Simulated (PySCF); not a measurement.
# How methods differ on the electron affinity of I

I⁻ [Xe] (1S) → I [Kr] 4d10 5s2 5p5 (2P), as a difference of total energies. Calculation: PySCF 2.14, in aug-cc-pVTZ-PP with one added diffuse shell each of d, f type with ECP28MDF (6s5p5d3f, 67 functions); a scalar-relativistic core potential. Correlated levels: valence: 4s2 4p6 4d10 frozen. The calculations carry no spin-orbit coupling.

```
           method  electron affinity (eV)  difference from reference (eV)
              UHF                   2.301                          -0.758
    MP2 (valence)                   3.199                          +0.140
SCS-MP2 (valence)                   3.132                          +0.073
   CCSD (valence)                   3.084                          +0.025
CCSD(T) (valence)                   3.153                          +0.094
```

Reference: 3.059 eV (measured; photodetachment measurements, as compiled on the Wikipedia data page of electron affinities).

The reference lies between the lowest fine-structure levels, while these numbers refer to the centres of the terms.

Errors of the correlated levels include the incompleteness of this basis and the frozen core.
